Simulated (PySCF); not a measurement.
## In³⁺ (indium, charge +3): UHF calculation

Configuration: [Kr] 4d10, closed-shell 1S. Calculation: PySCF 2.14, in aug-cc-pVTZ-PP with one added diffuse shell each of d, f type with ECP28MDF (6s5p5d3f, 67 functions); scalar relativity through the core potential.

```json
{
 "Total energy": "-187.415364 hartree",
 "One-electron energy": "-312.9959 hartree",
 "Hartree (Coulomb) energy": "140.8475 hartree",
 "Exchange energy": "-15.2670 hartree",
 "⟨S²⟩": "0.0000",
 "⟨L²⟩": "0.000",
 "Sum of ⟨r⟩": "18.89 bohr",
 "Sum of ⟨r²⟩": "22.92 bohr²"
}
```

| shell | electrons | mean orbital energy (eV) | rms radius, mean of both spins (bohr) |
| --- | --- | --- | --- |
| 4s | 2 | -175.20 | 0.913 |
| 4p | 6 | -127.86 | 0.993 |
| 4d | 10 | -56.502 | 1.24 |

Energies and moments cover only the electrons outside the core potential.
